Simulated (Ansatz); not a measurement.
A nudged elastic band was laid between two geometries of C2H3BOS (8 atoms, charge 0, multiplicity 1).

All numbers below come from RKS PBE-D4/def2-SVP (Ansatz).

```json
{
  "movable images": "7",
  "climbing image": "yes",
  "spring": "5.0 eV/Å²",
  "optimiser": "quadratic models (default)",
  "start path": "through a guess of the saddle point",
  "force threshold": "0.05 eV/Å",
  "iteration limit": "60",
  "end points": "relaxed"
}
```

First end point:

```xyz
8
Properties=species:S:1:pos:R:3
B -0.269 1.162 0.063
C 0.589 -0.006 0.556
C 0.215 -1.148 -0.112
S -1.061 -0.897 -1.249
O -1.183 0.754 -0.912
H -0.301 2.338 0.356
H 1.391 -0.033 1.307
H 0.619 -2.169 -0.010
```

Last end point:

```xyz
8
Properties=species:S:1:pos:R:3
B -0.290 0.675 -0.086
C 0.736 -0.256 0.630
C 0.310 -1.336 -0.073
S -1.021 -0.718 -1.160
O -0.586 1.986 -0.011
H -1.301 2.258 -0.616
H 1.529 -0.214 1.389
H 0.623 -2.396 -0.072
```

Problem. Which bonds break or form, and what moves?

Solution. Bonds broken: B1–H6, S4–O5. Bonds formed: B1–S4, O5–H6.

Problem. What energy profile does the band end with?

Solution. It converged. The highest image is number 2 of 0 to 8, 2.43 eV above the first end and 2.90 eV above the last; the last end lies 0.47 eV below the first. The profile has 2 maxima (images 2, 6) with wells between them (image 5): this band takes more than one step, which may be the mechanism or a detour left from its start path. Neighbouring images differ by up to 1.6 eV, so the band resolves the path poorly. The order of the stationary point at the top wasn't checked. The orbitals stay closed-shell, which can raise the energy where a bond breaks towards radicals; this wasn't checked here.

```csv
image,path coordinate (Å),energy (eV),B1–H6 (Å),S4–O5 (Å),B1–S4 (Å)
0,0.00,0.00,1.21,1.69,2.57
1,0.51,0.86,1.25,1.89,2.66
2,1.02,2.43,1.43,2.44,2.83
3,1.54,1.23,1.77,2.80,2.50
4,2.06,-0.22,1.98,2.80,1.98
5,2.59,-0.32,2.00,2.87,1.90
6,3.11,0.00,2.04,2.94,1.91
7,3.63,-0.30,2.02,3.02,1.91
8,4.16,-0.47,1.95,2.97,1.90
```

Problem. What is the geometry of the highest image?

Solution. 
```xyz
8
Properties=species:S:1:pos:R:3:forces:R:3
B -0.092 1.092 0.208 0.00 0.00 0.00
C 0.693 -0.083 0.632 0.00 0.00 0.00
C 0.163 -1.129 -0.154 0.00 0.00 0.00
S -1.065 -1.091 -1.305 0.00 0.00 0.00
O -1.063 1.262 -0.662 0.00 0.00 0.00
H -0.755 2.323 -0.073 0.00 0.00 0.00
H 1.501 -0.247 1.350 0.00 0.00 0.00
H 0.619 -2.128 0.004 0.00 0.00 0.00
```

Run time: 2.9 min on 2 threads of Intel(R) Xeon(R) Platinum 8488C (Sapphire Rapids), with other jobs on the host, peak memory 0.17 GiB.
